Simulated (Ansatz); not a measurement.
Total energies of C2H7AlCl2O, SMILES `C[OH+][Al-]([CH3])([Cl])[Cl]`.

Cartesian coordinates in Å:
```
C -0.2257 -1.1129 -1.6439
O 0.0896 -1.1093 -0.2412
Al -0.4565 0.2825 1.0061
C 0.9075 1.6572 0.9514
Cl -0.5258 -1.0740 2.6597
Cl -2.3773 0.7747 0.2202
H 0.3603 -1.8879 -2.1364
H 0.0587 -0.1362 -2.0282
H -1.2943 -1.2652 -1.7921
H -0.0852 -1.9663 0.1695
H 0.6670 2.4677 1.6453
H 0.9934 2.1055 -0.0431
H 1.8883 1.2643 1.2327
```

The species carries charge 0 and has multiplicity 1. All single points use the PBE0-D4/def2-TZVP geometry. It is one conformer, not always the lowest. Basis def2-TZVPP, Ansatz.

RPA on PBE orbitals: Hartree–Fock energy of these orbitals -1315.81520 Eh, correlation -1.74679 Eh (frozen core).

| functional | energy without D4 (Eh) | D4 term (kJ/mol) |
| --- | --- | --- |
| LDA (SPW92) | -1313.42419 | – |
| PBE | -1318.04481 | -31.5 |
| revPBE | -1318.47739 | -85.1 |
| BLYP | -1318.68745 | -66.6 |
| r2SCAN | -1318.59048 | -8.3 |
| PBE0 | -1318.16336 | -27.3 |
| B3LYP | -1318.82007 | -50.5 |
| r2SCAN0 | -1318.56415 | -9.8 |
| HSE06 (plane-wave form) | -1318.13327 | -25.7 |
| BHLYP | -1318.67832 | -40.8 |
| CAM-B3LYP | -1318.72645 | -28.2 |
| ωB97X-V | -1318.54071 | – |
| B2PLYP | -1318.26108 | – |
| PBE-QIDH | -1317.89610 | – |

Task: Give the same for B97M-V, r2SCANh, LC-ωPBE, ωB97M-V. (Estimate.)

Result: The calculation gave: 
| functional | energy without D4 (Eh) | D4 term (kJ/mol) |
| --- | --- | --- |
| B97M-V | -1318.44732 | – |
| r2SCANh | -1318.57948 | -8.9 |
| LC-ωPBE | -1318.34154 | – |
| ωB97M-V | -1318.63109 | – |

B3LYP takes the VWN-RPA correlation (the form of Gaussian; ORCA's B3LYP/G). HSE06 is the plane-wave form, built on full-range PBE exchange. The double hybrids freeze the cores in their second-order part.

LC-ωPBE has ω = 0.4 bohr⁻¹.
